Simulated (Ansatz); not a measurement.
Total energies of Li₉Br₉ (started as a model of: 2x3x3 LiBr rock-salt block) from Ansatz at PBE-D4/def2-SVP, gas phase (1 Eh = 27.2114 eV = 2625.5 kJ/mol). The reference geometry is relaxed at PBE-D4/def2-SVP.

Cartesian coordinates in Å:
```
Li 0.317 3.113 1.465
Br -0.645 2.996 -0.808
Li -0.636 1.724 -2.927
Br -0.920 1.370 2.707
Li -1.324 0.502 0.128
Br -2.032 -0.252 -2.420
Li -1.107 -1.063 3.096
Br -2.307 -1.878 1.094
Li -2.060 -2.452 -1.296
Br 2.653 2.545 1.386
Li 1.814 1.853 -0.980
Br 1.607 1.020 -3.437
Li 1.560 0.352 2.264
Br 1.134 -0.430 -0.110
Li 0.534 -1.145 -2.468
Br 1.089 -2.041 3.176
Li 0.280 -2.646 0.776
Br 0.043 -3.567 -1.647
```

```tsv
state	geometry	energy (Eh)
charge 0 singlet	reference	-23229.77876
charge -1 doublet	reference	-23229.79018
free Li atom (doublet)	–	-7.45390
free Br atom (doublet)	–	-2573.40726
```

Q: Work out the vertical electron affinity, to the doublet.

A: E(charge 0 singlet) − E(charge -1 doublet) = -23229.77876 − (-23229.79018) = 0.01142 Eh = 0.31 eV. The basis lacks diffuse functions, which makes affinities too small.

Q: What is the binding energy per atom against free atoms?

A: Atoms: 9 × (-7.45390) + 9 × (-2573.40726) = -23227.75044 Eh. Binding: -23227.75044 − (-23229.77876) = 2.02832 Eh = 55.19 eV, or 3.07 eV for each of 18 atoms (no zero-point energy, no counterpoise term).

At PBE-D4/def2-SVP the highest occupied level of the charge -1 doublet lies above zero (up to 0.82 eV). By energy differences its removal costs 0.31 eV (vertical, to the charge 0 singlet, at PBE-D4/def2-SVP); self-interaction error and the lack of diffuse functions both raise the level.
